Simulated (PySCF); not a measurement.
Correlation energy of Br³⁺ (bromine, charge +3)

[Ar] 3d10 4s2 4p2, high-spin 3P determinant. Calculation: PySCF 2.14, in aug-cc-pVDZ-PP with ECP10MDF; a scalar-relativistic core potential. Frozen: 3s2 3p6 3d10; 4 electrons correlated.

MP2 pair energies summed by pair of shells (mhartree):

| pair | energy | share (%) |
| --- | --- | --- |
| 4s-4p | -27.76 | 61.5 |
| 4s-4s | -12.89 | 28.5 |
| 4p-4p | -4.51 | 10.0 |

Total MP2 correlation energy: -45.16 mhartree.

Same-spin part -6.97 and opposite-spin part -38.19 mhartree; SCS-MP2 scales them by 1/3 and 6/5 to -48.15 mhartree.
